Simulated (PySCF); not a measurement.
## ECD: `[C@@H]1(C)[C@@H](F)[C@@H]1[Si@@H](C)Cl`, C5H10ClFSi

Geometry (Å), atoms numbered from 1 in this order:
```xyz
18

C    -2.284    0.661    0.237
C    -1.520   -0.360   -0.565
C    -0.838   -1.497    0.110
F    -0.872   -2.728   -0.482
C    -0.007   -0.429   -0.535
Si    1.087    0.706    0.504
C     2.900    0.221    0.226
Cl    0.804    2.621   -0.090
H    -3.320    0.349    0.353
H    -2.269    1.624   -0.268
H    -1.845    0.784    1.224
H    -1.976   -0.592   -1.521
H    -0.866   -1.608    1.187
H     0.431   -0.740   -1.477
H     0.735    0.629    1.926
H     3.079   -0.814    0.499
H     3.566    0.839    0.819
H     3.187    0.341   -0.816
```

Computed with TDDFT CAM-B3LYP/def2-SVPD circular dichroism and optical rotation, one conformer, gas phase in PySCF. Geometry: GFN2-xTB.

The molecule is flexible and this is one conformer; a measurement averages over conformers.

(1) What are the CIP labels of the stereocentres?

(2) Which excitations and rotatory strengths does the calculation give?

Results:

(1) C2 R, C3 R, C5 R, Si6 R.

(2) Rotatory strengths R in 10⁻⁴⁰ esu² cm², velocity form and length form (origin at the centre of mass); f in length form.
```tsv
state	E (eV)	λ (nm)	f	R (velocity)	R (length)	main
1	7.51	165	0.005	-9.7	-9.4	HOMO→LUMO+1 0.81
2	7.88	157	0.003	-0.5	-0.4	HOMO→LUMO 0.39, HOMO→LUMO+3 0.37
3	7.92	157	0.020	+4.5	+3.9	HOMO→LUMO 0.36, HOMO→LUMO+4 0.18
4	8.06	154	0.019	+45.0	+42.0	HOMO→LUMO+2 0.43, HOMO→LUMO+4 0.14
5	8.08	153	0.015	+16.4	+18.7	HOMO−2→LUMO+1 0.29, HOMO−1→LUMO+1 0.24
6	8.25	150	0.022	-26.4	-26.8	HOMO−1→LUMO+1 0.26, HOMO→LUMO+2 0.17
7	8.28	150	0.057	-43.8	-42.9	HOMO→LUMO+4 0.28, HOMO−1→LUMO+1 0.16
8	8.44	147	0.045	-55.9	-54.5	HOMO−1→LUMO 0.40, HOMO−2→LUMO 0.18
9	8.55	145	0.025	-41.5	-40.9	HOMO−1→LUMO+3 0.39, HOMO−2→LUMO 0.16
10	8.64	144	0.027	+5.4	+7.4	HOMO−3→LUMO+1 0.28, HOMO→LUMO+6 0.13
11	8.72	142	0.010	-35.2	-34.4	HOMO→LUMO+5 0.34, HOMO−1→LUMO 0.18
12	8.74	142	0.002	+2.5	+2.6	HOMO−1→LUMO+2 0.49, HOMO−1→LUMO+4 0.22
13	8.82	141	0.046	-19.9	-21.1	HOMO−1→LUMO 0.20, HOMO−3→LUMO+1 0.18
14	8.90	139	0.040	+11.1	+11.5	HOMO−2→LUMO+2 0.31, HOMO−1→LUMO+4 0.20
15	8.99	138	0.049	+77.7	+76.3	HOMO−2→LUMO+2 0.23, HOMO−1→LUMO+4 0.23
16	9.06	137	0.011	+9.3	+9.3	HOMO−3→LUMO 0.49, HOMO−3→LUMO+1 0.14
```

Among the states computed, the strongest CD band (largest |R|) is state 15. The largest dissymmetry factor in size, g = 4R/(D+G), with D and G the electric and magnetic dipole strengths, is -0.049 for state 11 (velocity form, f = 0.010), among bands with |R| over 0.5. The mirror image has the same energies and oscillator strengths and all R with the opposite sign.
